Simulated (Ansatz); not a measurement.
BNH6OF2, singlet: at the start structure of a reaction step.

in.yaml

```yaml
crystal:
  periodic: [false, false, false]
  atoms:
    - {symbol: B, position_ang: [-1.120362, -0.993727, -0.594049]}
    - {symbol: H, position_ang: [-0.656444, -1.224437, -1.693410]}
    - {symbol: F, position_ang: [-1.990580, -1.931769, -0.128056]}
    - {symbol: F, position_ang: [-1.569296, 0.307222, -0.428995]}
    - {symbol: H, position_ang: [0.604333, -0.114559, 0.466054]}
    - {symbol: O, position_ang: [0.136627, -1.042096, 0.446260]}
    - {symbol: H, position_ang: [1.690031, 1.740327, -0.171321]}
    - {symbol: N, position_ang: [0.963007, 1.413445, 0.452916]}
    - {symbol: H, position_ang: [0.762068, -1.726933, 0.193816]}
    - {symbol: H, position_ang: [1.112995, 1.835752, 1.360970]}
    - {symbol: H, position_ang: [0.067623, 1.736676, 0.095714]}
basis:
  gaussian: {orbitals: STO-3G}
hamiltonian: {xc: hf}
```

Launched with

```bash
ansatz run in.yaml --threads 4 --pin off --events-out ev --progress --plain --max-ram 9574MiB
```

The run's output (Ansatz 0.2.0):

```
Functional definition: HF
  name "HF"
  cite "Fock, Z. Phys. 61, 126 (1930) doi:10.1007/BF01340294"
  parent pbe
  exchange = exact_x
  correlation = 0
439 factors; integrals over basis functions are off by at most 4.6e-5 eV
mean field evaluation 1: about -9565.0363 eV, gradient 2.6e1 eV
mean field evaluation 2: about -9565.2297 eV, gradient 2.6e1 eV
mean field evaluation 4: about -9567.8553 eV, gradient 1.6e0 eV
mean field evaluation 8: about -9567.8652 eV, gradient 2.8e-4 eV
mean field -9567.86521886 eV, -351.6125614611 hartree, gradient 4.4e-6 eV, S^2 0.000000; 0 other end points of the search recorded, 0 dependent functions left out
reference -9567.86521886 eV, -351.6125614611 hartree; 22, 22 occupied and 9, 9 virtual orbitals, 439 factors
Total energy: -9567.86521886 eV, -351.6125614611 hartree
```

Hardware: 4 CPU threads of an Arm Neoverse V1, shared host. Wall time about 0.1 s.
